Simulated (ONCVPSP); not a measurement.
An all-electron radial function and its pseudo partner (scandium)

Columns: radius, all-electron u(r) and pseudo u(r) of the 4s shell (level -5.01 eV) of scandium in the configuration [Ar] 3d1 4s1 4p1; LDA (Perdew-Wang 92), scalar-relativistic, ONCV scheme, ONCVPSP 4.0.1.

```
r (bohr)  all-electron  pseudo
   0.200        0.1528  0.0292
   0.400        0.0171  0.0565
   0.600       -0.1994  0.0839
   0.800       -0.2690  0.1163
   1.000       -0.2118  0.1563
   1.200       -0.0891  0.2015
   1.400        0.0532  0.2473
   1.600        0.1892  0.2926
   1.800        0.3067  0.3414
   2.000        0.4014  0.3975
   2.200        0.4733  0.4582
   2.400        0.5246  0.5137
   2.600        0.5580  0.5541
   2.800        0.5763  0.5758
   3.000        0.5823  0.5823
   3.200        0.5784  0.5784
   3.400        0.5668  0.5667
   3.600        0.5491  0.5491
   3.800        0.5271  0.5271
   4.000        0.5020  0.5020
   4.200        0.4749  0.4749
   4.400        0.4466  0.4466
   4.600        0.4179  0.4178
   4.800        0.3892  0.3892
   5.000        0.3611  0.3611
   5.200        0.3339  0.3339
```

Problem. How many radial nodes do the two functions have?

Solution. The all-electron 4s function has n − l − 1 = 3 (the table is too coarse to show those close to the nucleus); the pseudo-wave has 0, since the states of the same l below it are removed with the core.

Problem. At about which radius was the pseudo-wave matched?

Solution. 3.05 bohr, where the columns begin to agree (steps of 0.20 bohr).

Problem. Is the pseudo-wave norm-conserving?

Solution. Yes: the ONCV scheme keeps the norm inside the radius equal to the all-electron one, which fixes the energy derivative of the logarithmic derivative at the level.
